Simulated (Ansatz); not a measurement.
Born–Oppenheimer molecular dynamics of CH3BF2 (7 atoms, charge 0, multiplicity 1). It goes on from the last frame of an earlier run, with new velocities.

Method: Ansatz, RKS r2SCAN-D4/cc-pVDZ.

```json
{
 "ensemble": "NVE (velocity Verlet)",
 "time step": "0.25 fs",
 "steps asked": "166",
 "starting velocities drawn for": "1000 K",
 "seed": "466571"
}
```

Frames 2.5 fs apart, positions in Å.

Velocities at 5 fs (Å/ps):

```
B -4.50 -11.29 -5.93
F -2.26 3.74 0.91
F -0.22 2.32 -1.10
C 11.47 -2.27 11.03
H -39.81 -0.06 -49.48
H -2.10 13.38 -3.73
H 0.23 20.59 -10.88
```

```xyz
7
Properties=species:S:1:pos:R:3 time_fs=5 energy_less_start_eV=0.107 T=834
B -0.031 0.002 0.019
F 0.036 0.054 1.317
F 1.132 -0.069 -0.626
C -1.352 0.011 -0.786
H -1.462 -0.937 -1.438
H -2.323 0.391 -0.439
H -1.243 0.648 -1.806
7
Properties=species:S:1:pos:R:3 time_fs=7.5 energy_less_start_eV=0.257 T=603
B -0.042 -0.026 0.001
F 0.031 0.064 1.321
F 1.132 -0.063 -0.629
C -1.326 0.006 -0.771
H -1.559 -0.909 -1.507
H -2.315 0.406 -0.431
H -1.230 0.677 -1.764
7
Properties=species:S:1:pos:R:3 time_fs=10 energy_less_start_eV=0.008 T=987
B -0.049 -0.052 -0.015
F 0.025 0.073 1.327
F 1.133 -0.058 -0.633
C -1.314 0.002 -0.782
H -1.627 -0.826 -1.461
H -2.268 0.383 -0.386
H -1.185 0.675 -1.613
7
Properties=species:S:1:pos:R:3 time_fs=12.5 energy_less_start_eV=0.068 T=896
B -0.049 -0.076 -0.022
F 0.019 0.082 1.333
F 1.135 -0.054 -0.637
C -1.316 -0.002 -0.802
H -1.675 -0.777 -1.374
H -2.205 0.344 -0.294
H -1.099 0.739 -1.497
7
Properties=species:S:1:pos:R:3 time_fs=15 energy_less_start_eV=-0.044 T=1067
B -0.041 -0.098 -0.018
F 0.012 0.089 1.335
F 1.137 -0.051 -0.641
C -1.324 -0.004 -0.817
H -1.736 -0.856 -1.360
H -2.154 0.317 -0.157
H -0.994 0.893 -1.476
7
Properties=species:S:1:pos:R:3 time_fs=17.5 energy_less_start_eV=0.353 T=455
B -0.030 -0.116 -0.007
F 0.006 0.095 1.335
F 1.141 -0.050 -0.645
C -1.336 0.002 -0.832
H -1.774 -0.945 -1.383
H -2.092 0.299 -0.029
H -0.945 0.981 -1.446
7
Properties=species:S:1:pos:R:3 time_fs=20 energy_less_start_eV=0.238 T=632
B -0.017 -0.131 0.006
F 0.000 0.100 1.333
F 1.146 -0.049 -0.648
C -1.351 0.010 -0.846
H -1.749 -0.921 -1.382
H -2.010 0.281 0.030
H -0.991 0.940 -1.382
7
Properties=species:S:1:pos:R:3 time_fs=22.5 energy_less_start_eV=0.393 T=393
B -0.007 -0.141 0.016
F -0.006 0.103 1.330
F 1.153 -0.050 -0.651
C -1.363 0.014 -0.849
H -1.692 -0.815 -1.375
H -1.948 0.265 0.022
H -1.096 0.860 -1.346
7
Properties=species:S:1:pos:R:3 time_fs=25 energy_less_start_eV=0.119 T=815
B -0.001 -0.144 0.017
F -0.010 0.105 1.326
F 1.161 -0.052 -0.651
C -1.365 0.013 -0.830
H -1.675 -0.786 -1.442
H -1.971 0.260 0.009
H -1.194 0.907 -1.426
7
Properties=species:S:1:pos:R:3 time_fs=27.5 energy_less_start_eV=0.174 T=731
B 0.001 -0.140 0.007
F -0.014 0.105 1.323
F 1.169 -0.057 -0.649
C -1.356 0.013 -0.802
H -1.693 -0.823 -1.547
H -2.091 0.261 0.010
H -1.287 0.982 -1.530
7
Properties=species:S:1:pos:R:3 time_fs=30 energy_less_start_eV=0.180 T=721
B 0.001 -0.126 -0.010
F -0.016 0.103 1.320
F 1.179 -0.063 -0.646
C -1.348 0.016 -0.780
H -1.687 -0.801 -1.569
H -2.222 0.241 -0.040
H -1.372 0.949 -1.541
7
Properties=species:S:1:pos:R:3 time_fs=32.5 energy_less_start_eV=-0.032 T=1047
B -0.003 -0.102 -0.028
F -0.017 0.099 1.316
F 1.188 -0.071 -0.642
C -1.352 0.021 -0.768
H -1.642 -0.725 -1.494
H -2.284 0.185 -0.155
H -1.426 0.834 -1.457
```

Of the whole run (42 fs, mean temperature of the second half 772 K): The conserved energy stayed within 0.16 meV per atom of its start (net change 0.0097 meV per atom), so the integration is sound. A run of 0.042 ps of so small a system gives no equilibrium averages.

Run time: 5.4 min on 2 threads of Intel(R) Xeon(R) Platinum 8259CL CPU @ 2.50GHz (Skylake/Cascade Lake) (shared host), peak memory 0.16 GiB.
